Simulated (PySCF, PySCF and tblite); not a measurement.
One step of a conformer study of C₇H₁₆Si, numbered as in [CH3:1][CH2:2][SiH:3]1[CH2:4][CH2:5][CH2:6][CH2:7][CH2:8]1: PBE0/def2-SVPD single-point energy, gas phase (PySCF); conformer with 6-ring chair (all substituents equatorial); 177°.

Torsions listed: C1–C2–Si3–C4. The 6-ring runs over atoms 3–4–5–6–7–8. Of a mirror pair one member is shown.

Input:

```
{"job": {"xc": "PBE0", "basis": "def2-SVPD", "kind": "sp"}, "charge": 0, "multiplicity": 1}
C      3.293553     0.026152    -0.683885
C      2.312056    -0.707960     0.226264
Si     0.636288     0.139946     0.406168
C     -0.572679    -0.841004     1.473577
C     -2.003193    -0.310327     1.317498
C     -2.494973    -0.269438    -0.129964
C     -1.732746     0.699317    -1.035179
C     -0.260546     0.325477    -1.245565
H      2.900427     0.124630    -1.708348
H      4.260312    -0.497014    -0.755686
H      3.499384     1.044642    -0.317681
H      2.129815    -1.730961    -0.148858
H      2.742327    -0.833157     1.235530
H      0.836001     1.503688     1.007502
H     -0.264824    -0.833384     2.532063
H     -0.531027    -1.896789     1.148512
H     -2.698056    -0.923738     1.916355
H     -2.065339     0.709241     1.740203
H     -3.562915     0.003515    -0.135521
H     -2.439984    -1.286573    -0.560370
H     -2.247318     0.761585    -2.009429
H     -1.795538     1.713194    -0.599025
H     -0.194653    -0.643345    -1.774455
H      0.241891     1.063286    -1.892153
```

Launched as:

```sh
OMP_NUM_THREADS=1 python ens_run.py task.json out
```

Output (atoms count from 0 there):

```
coarse grid: 19152 points
cycle   1  E = -565.0182715883  dE =  4.595e-01  |g| = 4.988e-01  |ddm| = 6.388e+00
cycle   2  E = -564.9927238868  dE =  2.555e-02  |g| = 5.954e-01  |ddm| = 1.546e+00
cycle   3  E = -565.0882129106  dE = -9.549e-02  |g| = 4.522e-02  |ddm| = 7.572e-01
cycle   4  E = -565.0886321975  dE = -4.193e-04  |g| = 2.139e-02  |ddm| = 1.463e-01
cycle   5  E = -565.0887451931  dE = -1.130e-04  |g| = 6.389e-03  |ddm| = 4.370e-02
cycle   6  E = -565.0887559415  dE = -1.075e-05  |g| = 1.044e-03  |ddm| = 1.115e-02
cycle   7  E = -565.0887562475  dE = -3.060e-07  |g| = 2.171e-04  |ddm| = 2.645e-03
final grid: 176336 points
cycle   8  E = -565.1663420775  dE = -5.743e-05  |g| = 9.232e-03  |ddm| = 1.646e-01
cycle   9  E = -565.1663308905  dE =  1.119e-05  |g| = 1.134e-02  |ddm| = 2.715e-02
cycle  10  E = -565.1663649747  dE = -3.408e-05  |g| = 6.353e-04  |ddm| = 1.425e-02
cycle  11  E = -565.1663650704  dE = -9.565e-08  |g| = 2.048e-04  |ddm| = 1.957e-03
cycle  12  E = -565.1663650807  dE = -1.035e-08  |g| = 6.881e-05  |ddm| = 3.878e-04
cycle  13  E = -565.1663650820  dE = -1.255e-09  |g| = 1.200e-05  |ddm| = 1.497e-04
cycle  14  E = -565.1663650820  dE = -4.138e-11  |g| = 2.440e-06  |ddm| = 3.277e-05
converged SCF energy = -565.1663650820
```

It took 34 s on 1 thread of Arm Neoverse V2, on a host shared with other jobs (rough), peak memory 1.1 GiB, launched as `OMP_NUM_THREADS=1 python ens_run.py task.json out`.
